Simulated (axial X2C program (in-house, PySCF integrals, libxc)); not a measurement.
GaSi: cheaper levels and CCSD(T), with spin–orbit coupling

All values were computed with an in-house relativistic program for diatomic molecules. Two-component (2c) means X2C with spin–orbit coupling and atomic mean-field two-electron Coulomb and Gaunt terms. Basis: Ga dyall-cv3z [9s9p7d4f1g], Si dyall-v3z [8s7p2d1f] (cores contracted in-house); Gaussian nuclei, density fitting, unrestricted open shells. Masses: Ga 68.926 u, Si 27.977 u.

State: Ω = 3/2 (⟨Sz⟩ = 1.50, ⟨Lz⟩ = 0.00 at HF); fragments Ga + Si.

```json
{"level": "PBE0", "Re (Å)": "2.418", "ωe (cm⁻¹)": "299.8", "De (eV)": "n/a"}
{"level": "HF", "Re (Å)": "2.496", "ωe (cm⁻¹)": "271.5", "De (eV)": "n/a"}
{"level": "MP2", "Re (Å)": "2.437", "ωe (cm⁻¹)": "304.0", "De (eV)": "2.28"}
{"level": "CCSD", "Re (Å)": "2.449", "ωe (cm⁻¹)": "297.6", "De (eV)": "2.12"}
{"level": "B97-3", "Re (Å)": "2.445", "ωe (cm⁻¹)": "288.2", "De (eV)": "n/a"}
```

Correlated methods: 7 electrons correlated (number of frozen shells: Ga 3 s, 2 p, 1 d; Si 2 s, 1 p), 231 virtual spin orbitals or spinors in MP2, 90 natural virtuals in coupled cluster.

CCSD(T), same Hamiltonian and basis:

Re = 2.445 Å, ωe = 301.1 cm⁻¹, De = 2.26 eV; T1 = 0.027 (Lee–Taylor normalisation).

Give the differences from CCSD(T) in the columns below.



```tsv
level	ΔRe (Å)	Δωe (cm⁻¹)	ΔDe (eV)
PBE0	-0.027	-1	n/a
HF	0.051	-30	n/a
MP2	-0.008	3	0.02
CCSD	0.004	-4	-0.14
B97-3	0.000	-13	n/a
```

The state is a single determinant with fixed occupations, the lowest that a limited PBE0 search found. De is counted from the lowest determinant-based energies of the atoms at the same level, without counterpoise correction. De is not given where an atomic determinant may have missed its ground term or J level, or where the truncated virtual space spoils (T). Density functionals use the spin component along the axis (collinear). Coupled cluster ran in a truncated set of natural virtual spinors; the MP2 energy of the rest was added. (T) has no such correction and the atoms are truncated less, which lowers De at CCSD(T) by a hundredth of an eV or more. The 2c atoms are single determinants rather than J levels; their spin–orbit lowering is only partly caught, and De is too large by that part. This holds for MP2, CCSD, CCSD(T). Other states lie close and PBE0, whose exact exchange favours high spin, may order them wrongly; the determinant shown need not be the ground state. The nearest other 2c determinant of the search, Ω = 1/2, lies 0.31 eV up at the distance of the search. Without a current term, density functionals place determinants with orbital angular momentum somewhat too high. With several unpaired electrons one determinant need not be a pure state. This is the top spin component of a Σ state; components of lower Ω are not single determinants and can lie lower. With the outer-core shells frozen, correlated bond lengths of heavy atoms tend to come out a few hundredths of an ångström too long.
